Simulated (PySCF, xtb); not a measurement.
C4H7BO, SMILES C=C1CB(C)O1.

Harmonic wavenumbers (cm⁻¹) from GFN2-xTB (xtb) at its own minimum, in rising order: 39, 93, 218, 304, 375, 443, 548, 725, 729, 763, 851, 857, 898, 921, 957, 1038, 1081, 1136, 1213, 1276, 1378, 1384, 1430, 1477, 1480, 1771, 3003, 3016, 3021, 3033, 3051, 3120, 3155.

What does PySCF with PBE-D3(BJ)/def2-SVP give at its own minimum? (The exact figures need the calculation; the answer reports its results.)

65, 104, 233, 310, 394, 440, 546, 681, 719, 722, 800, 804, 882, 909, 917, 1027, 1029, 1074, 1199, 1250, 1321, 1329, 1361, 1378, 1395, 1724, 2969, 3010, 3044, 3066, 3082, 3101, 3208. Paired by order, the mean absolute difference is 34 cm⁻¹ and the zero-point energies are 64.0 and 63.0 kcal/mol.
